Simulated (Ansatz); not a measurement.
Reaction (ligand exchange at a B–Cl bond): `OB([SiH3])Cl` + `OCF` → `OB([SiH3])OCF` + HCl

Program: Ansatz. Geometries: PBE0-D4/def2-TZVP. ΔE: electronic, gas phase. CCSD(T)/CBS is the MP2 limit (def2-TZVPP, def2-QZVPP) plus CCSD(T) − MP2 in def2-TZVPP, frozen cores. This one scheme is used for every species. DFT in def2-TZVPP. B3LYP here is the variant with VWN-RPA as its local correlation; programs differ in this. Each species was taken in one conformer, which may not be the lowest.

`OB([SiH3])Cl`:

Z-matrix (Å, degrees):
```
Si
B 1 2.023
H 1 1.488 2 109.2
H 1 1.488 2 109.2 3 -118.0
H 1 1.486 2 112.1 3 121.0
Cl 2 1.779 1 119.0 3 59.3
O 2 1.343 1 121.8 3 -120.7
H 7 0.965 2 113.9 1 180.0
```

`OCF`:

Z-matrix (Å, degrees):
```
C
F 1 1.381
O 1 1.370 2 111.1
H 1 1.091 2 107.8 3 -117.4
H 1 1.096 2 106.3 3 123.2
H 3 0.962 1 109.3 2 70.7
```

`OB([SiH3])OCF`:

Cartesian coordinates in Å:
```
O 0.124 1.498 0.622
B -0.027 0.170 0.400
Si -0.700 -1.044 1.881
O 0.249 -0.426 -0.815
C 0.486 0.290 -1.965
F 1.547 1.164 -1.797
H 0.570 1.976 -0.087
H -1.979 -1.691 1.473
H 0.286 -2.129 2.145
H -0.932 -0.298 3.146
H 0.758 -0.407 -2.758
H -0.381 0.898 -2.245
```

HCl:

Cartesian coordinates in Å:
```
Cl -0.082 -0.549 0.318
H 0.082 0.549 -0.318
```

```csv
level,ΔE (kJ/mol),difference from CCSD(T)/CBS
PBE-D4,-13.7,7.9
B3LYP-D4,-22.7,-1.1
ωB97M-V,-21.6,0.0
B2PLYP,-21.0,0.6
PBE0,-14.1,7.5
B3LYP,-20.0,1.6
HF/def2-QZVPP,-25.3,-3.7
MP2/def2-QZVPP,-18.1,3.5
MP2/CBS(def2),-16.5,5.1
CCSD/CBS(def2),-22.4,-0.8
CCSD(T)/CBS,-21.6,0
```

Largest T1 diagnostic among the species: 0.013.
